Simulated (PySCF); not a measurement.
C4H10FNSi, singlet, geometry from GFN2-xTB, with bond 11-4 at 2.4 times its length; PySCF with CASSCF(2,2)/STO-3G.

Input for PySCF:
```python
from pyscf import gto, scf, mcscf
import numpy

mol = gto.M(
    atom='''
C     0.936719    1.153999    2.047584
C     1.070792    1.098016    0.732096
Si    0.303714   -0.198058   -0.394767
N     1.532286   -1.302555   -0.879079
F    -0.082792    0.524491   -1.796217
C    -1.317819   -0.931253    0.287263
C    -2.398292    0.117730    0.545055
H     1.401810    1.922992    2.645762
H     0.351937    0.430609    2.593115
H     1.672117    1.856565    0.246193
H     2.700111   -2.623611    0.766133
H     1.410420   -1.822653   -1.732371
H    -1.707112   -1.666214   -0.421041
H    -1.124693   -1.475867    1.213259
H    -2.061655    0.843202    1.282115
H    -3.310875   -0.348589    0.913047
H    -2.632103    0.652266   -0.372252
''',
    basis='sto-3g',
    charge=0,
    spin=0,
    verbose=4,
)

mf = scf.RHF(mol)
mf.kernel()
mc = mcscf.CASSCF(mf, 2, 2)
mc.fix_spin_(ss=0.0)
mc.kernel()
occ = numpy.linalg.eigvalsh(mc.fcisolver.make_rdm1(mc.ci, mc.ncas, mc.nelecas))[::-1]
ss = mc.fcisolver.spin_square(mc.ci, mc.ncas, mc.nelecas)[0]
print('natural occupations', occ.round(4), ' <S^2>', round(ss, 4))
```

Output, abridged:

```
PySCF version 2.14.0

[INPUT] verbose = 4
[INPUT] num. atoms = 17
[INPUT] num. electrons = 64
[INPUT] charge = 0
[INPUT] spin (= nelec alpha-beta = 2S) = 0
[INPUT] symmetry False subgroup None
[INPUT] Mole.unit = angstrom
[INPUT] Symbol           X                Y                Z      unit          X                Y                Z       unit  Magmom
[...]
nuclear repulsion = 383.77567741389
number of shells = 33
number of NR pGTOs = 147
number of NR cGTOs = 49
basis = sto-3g
ecp = {}

******** <class 'pyscf.scf.hf.RHF'> ********
method = RHF
initial guess = minao
damping factor = 0
level_shift factor = 0
DIIS = <class 'pyscf.scf.diis.CDIIS'>
diis_start_cycle = 1
diis_space = 8
diis_damp = 0
SCF conv_tol = 1e-09
SCF conv_tol_grad = None
SCF max_cycles = 50
direct_scf = True
direct_scf_tol = 1e-13
Set gradient conv threshold to 3.16228e-05
Initial guess from minao.
init E= -593.133548197987
[...]
cycle= 1 E= -592.178851822501  delta_E= 0.955  |g|= 0.656  |ddm|= 4.92
[...]
cycle= 2 E= -592.158652819857  delta_E= 0.0202  |g|= 0.752  |ddm|= 2.59
[...]
cycle= 3 E= -592.484184815669  delta_E= -0.326  |g|= 0.0692  |ddm|=  1.5
[...]
cycle= 4 E= -592.487452756601  delta_E= -0.00327  |g|= 0.0237  |ddm|= 0.167
[...]
cycle= 5 E= -592.487911612266  delta_E= -0.000459  |g|= 0.00833  |ddm|= 0.0675
[...]
cycle= 6 E= -592.488019870169  delta_E= -0.000108  |g|= 0.00498  |ddm|= 0.0306
[...]
cycle= 7 E= -592.488082787122  delta_E= -6.29e-05  |g|= 0.00403  |ddm|= 0.0233
[...]
cycle= 8 E= -592.488158711215  delta_E= -7.59e-05  |g|= 0.00285  |ddm|= 0.0361
[...]
cycle= 9 E= -592.488223955963  delta_E= -6.52e-05  |g|= 0.00114  |ddm|= 0.0637
[...]
cycle= 10 E= -592.488226544595  delta_E= -2.59e-06  |g|= 0.000415  |ddm|= 0.00836
[...]
cycle= 11 E= -592.488227125775  delta_E= -5.81e-07  |g|= 9.06e-05  |ddm|= 0.00627
[...]
cycle= 12 E= -592.488227136894  delta_E= -1.11e-08  |g|= 2.55e-05  |ddm|= 0.000482
[...]
cycle= 13 E= -592.488227137645  delta_E= -7.51e-10  |g|= 8.08e-06  |ddm|= 9.22e-05
[...]
Extra cycle  E= -592.488227137707  delta_E= -6.21e-11  |g|= 4.8e-06  |ddm|= 2.12e-05
converged SCF energy = -592.488227137707

******** <class 'pyscf.mcscf.mc1step.CASSCF'> ********
CAS (1e+1e, 2o), ncore = 31, nvir = 16
max_cycle_macro = 50
max_cycle_micro = 4
conv_tol = 1e-07
conv_tol_grad = None
orbital rotation max_stepsize = 0.02
orbital rotation threshold for CI restart = 0.01
augmented hessian ah_max_cycle = 30
augmented hessian ah_conv_tol = 1e-12
augmented hessian ah_linear dependence = 1e-14
augmented hessian ah_level shift = 1e-08
augmented hessian ah_start_tol = 2.5
augmented hessian ah_start_cycle = 3
augmented hessian ah_grad_trust_region = 3
kf_trust_region = 3
kf_interval = 4
ci_response_space = 4
ci_grad_trust_region = 3
with_dep4 0
natorb = False
canonicalization = True
sorting_mo_energy = False
ao2mo_level = 2
internal_rotation = False
******** <class 'pyscf.fci.addons.SpinPenaltyFCISolver'> ********
max. cycles = 50
conv_tol = 1e-08
davidson only = True
linear dependence = 1e-12
level shift = 0.001
max iter space = 12
nroots = 1
pspace_size = 400
spin = None
CASCI E = -592.662855188840  S^2 = 0.0000000
Set conv_tol_grad to 0.000316228
macro iter   1 ( 16 JK    4 micro), CASSCF E = -592.688943095695  dE = -2.60879069e-02  S^2 = 0.0000000
               |grad[o]|=0.101  |grad[c]|=0.0184  |ddm|=0.203  |maxRot[o]|=0.205
macro iter   2 ( 12 JK    4 micro), CASSCF E = -592.690076531020  dE = -1.13343532e-03  S^2 = 0.0000000
               |grad[o]|=0.013  |grad[c]|=0.00117  |ddm|=0.051  |maxRot[o]|=0.0947
macro iter   3 (  6 JK    2 micro), CASSCF E = -592.690082494256  dE = -5.96323582e-06  S^2 = 0.0000000
               |grad[o]|=0.00187  |grad[c]|=2.18e-05  |ddm|=0.000134  |maxRot[o]|=0.00205
macro iter   4 (  1 JK    1 micro), CASSCF E = -592.690082494256  dE =  0.00000000e+00  S^2 = 0.0000000
               |grad[o]|=1.38e-05  |grad[c]|=5.65e-07  |ddm|=    0  |maxRot[o]|=    0
1-step CASSCF converged in   4 macro ( 35 JK  11 micro) steps
CASSCF canonicalization
Density matrix diagonal elements [1.19246517 0.80753483]
CASSCF energy = -592.690082494256
CASCI E = -592.690082494256  E(CI) = -1.08383883602596  S^2 = 0.0000000
natural occupations [1.1933 0.8067]  <S^2> 0.0
```
